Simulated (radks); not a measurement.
Isoelectronic series with 17 electrons, all held in the configuration [Ne] 3s2 3p5, which need not be the ground one along the series. Method: scalar-relativistic Kohn-Sham, PBE, spin-polarised, spherical densities, point nucleus; open shells are filled with parallel spins first; computed with a radial shooting solver on a logarithmic mesh with Libxc functionals. Total energies (hartree) and orbital eigenvalues (eV):

ion    E (hartree)    3p down      3p up
Cl      -461.44137    -8.1193    -8.9964
Ar+     -528.64942   -21.5537   -22.6053
K2+     -600.76592   -38.5599   -39.7782
Ca3+    -677.78786   -58.9327   -60.3125
Sc4+    -759.71834   -82.5695   -84.1073
Ti5+    -846.56403  -109.4107  -111.1042
V6+     -938.33400  -139.4192  -141.2665
Cr7+   -1035.03911  -172.5708  -174.5708
Mn8+   -1136.69171  -208.8497  -211.0012
Fe9+   -1243.30540  -248.2453  -250.5477
Co10+  -1354.89490  -290.7510  -293.2036
Ni11+  -1471.47598  -336.3629  -338.9653
Cu12+  -1593.06539  -385.0793  -387.8311
